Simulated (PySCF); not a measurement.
## Ta⁺: excitation energy

Ta⁺ [Xe] 4f14 5d3 6s1 (5F) → Ta⁺ [Xe] 4f14 5d4 (5D), as a difference of total energies. Computed with PySCF 2.14 in x2c-TZVPPall, with the spin-free X2C one-electron Hamiltonian (Gaussian nucleus). Correlated levels: valence: [Xe] 4f14 frozen. The calculations carry no spin-orbit coupling.

```json
{"method": "UHF", "excitation energy (eV)": "1.600"}
{"method": "MP2 (valence)", "excitation energy (eV)": "1.471"}
{"method": "SCS-MP2 (valence)", "excitation energy (eV)": "1.557"}
{"method": "CCSD (valence)", "excitation energy (eV)": "1.461"}
{"method": "CCSD(T) (valence)", "excitation energy (eV)": "1.457"}
```

Question: How much does correlation contribute at CCSD(T) (valence)?

Answer: 1.457 − (1.600) = -0.143 eV, measured against UHF.

A first-order spin-orbit estimate (lowest level to lowest level, LS coupling) adds 0.148 eV.
